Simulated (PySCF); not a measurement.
C3H5ClSi, SMILES C(#C)[Si@H](Cl)C.

The structure is a stationary point at B3LYP-D3(BJ)/def2-SVP. The structure was generated by enumeration; whether it is a known compound was not checked.

Two levels are set side by side: PBE/def2-TZVP (PySCF) and HF/def2-TZVP (PySCF). Same geometry, gas phase. Differences are taken from unrounded values.

| quantity | PBE |
|---|---|
| orbital gap (eV) | 5.60 |
| highest occupied level (eV) | -7.12 |
| lowest empty level (eV) | -1.52 |
| dipole moment (D) | 1.91 |
| mean polarisability (bohr³) | 71.7 |

Task: These are the PBE values. What does HF give? (An estimate is asked for; the answer gives what the named calculation found.)

Result: 
| quantity | HF | PBE minus HF |
|---|---|---|
| orbital gap (eV) | 14.10 | -8.51 |
| highest occupied level (eV) | -11.08 | 3.96 |
| lowest empty level (eV) | 3.02 | -4.54 |
| dipole moment (D) | 2.13 | -0.22 |
| mean polarisability (bohr³) | 65.4 | 6.3 |

Without exact exchange PBE keeps part of each electron's self-repulsion, which lifts occupied levels and narrows the gap. Loosely held outer electrons make PBE densities more polarisable. Differences between two approximate levels are no errors against the true value.

Rough cost on one machine, each run with all the roots and properties that it gave: HF against PBE about 1/3.
